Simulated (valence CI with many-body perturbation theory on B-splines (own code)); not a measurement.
**Which ion has this spectrum?**

A relativistic CI+MBPT calculation for an atom or ion with 6 electrons gives these levels (eV):

```csv
J,Parity,E,g
0,even,0.0,
1,even,279.7,1.49
2,even,294.9,1.17
2,odd,455.3,1.59
1,odd,513.9,1.07
2,even,586.4,1.29
0,even,624.9,
2,odd,720.9,1.54
3,odd,754.4,1.32
0,odd,789.5,
1,odd,803.4,1.29
2,odd,813.6,1.08
1,odd,817.3,1.36
2,even,1003.6,1.34
```

The energies are calculated, and their last digits are not significant.

Task: Which is it?
A. Sn44+
B. Te46+
C. Xe48+
D. Cs49+

Result: B. Te46+, ground level (2s^2 2p1/2^2) J=0.
